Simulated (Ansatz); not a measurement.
`C=C[Si](N)(O)[SiH3]` and `N[Si](N)(O)[SiH3]` differ in one atom or group.

Ansatz, PBE0-D4/def2-TZVP geometries, multiplicity 1. Each molecule was computed in one conformer, which needn't be the lowest.

| property | `C=C[Si](N)(O)[SiH3]` |
| --- | --- |
| HOMO energy (B3LYP/def2-TZVPP) / eV | -7.11 |
| HOMO energy (PBE/def2-TZVPP) / eV | -6.03 |
| HOMO energy (ωB97M-V/def2-TZVPP) / eV | -9.44 |
| LUMO energy (PBE/def2-TZVPP) / eV | -1.62 |
| HOMO–LUMO gap (B3LYP/def2-TZVPP) / eV | 6.24 |
| LUMO energy (PBE0/def2-TZVPP) / eV | -0.67 |

(1) What does the change do to each property? (An estimate is asked.)

## Answers

(1) Computed: 
| property | `N[Si](N)(O)[SiH3]` | shift |
| --- | --- | --- |
| HOMO energy (B3LYP/def2-TZVPP) / eV | -6.95 | 0.16 |
| HOMO energy (PBE/def2-TZVPP) / eV | -5.88 | 0.15 |
| HOMO energy (ωB97M-V/def2-TZVPP) / eV | -9.32 | 0.12 |
| LUMO energy (PBE/def2-TZVPP) / eV | -0.27 | 1.35 |
| HOMO–LUMO gap (B3LYP/def2-TZVPP) / eV | 7.28 | 1.04 |
| LUMO energy (PBE0/def2-TZVPP) / eV | 0.57 | 1.24 |

With PBE0 the HOMO rises by 0.15 eV and the LUMO rises by 1.24 eV, so the gap widens by about 1.09 eV. PBE moves the HOMO by 0.15 eV and ωB97M-V by 0.12 eV.

B3LYP here is the variant with VWN-RPA as its local correlation; programs differ in this.
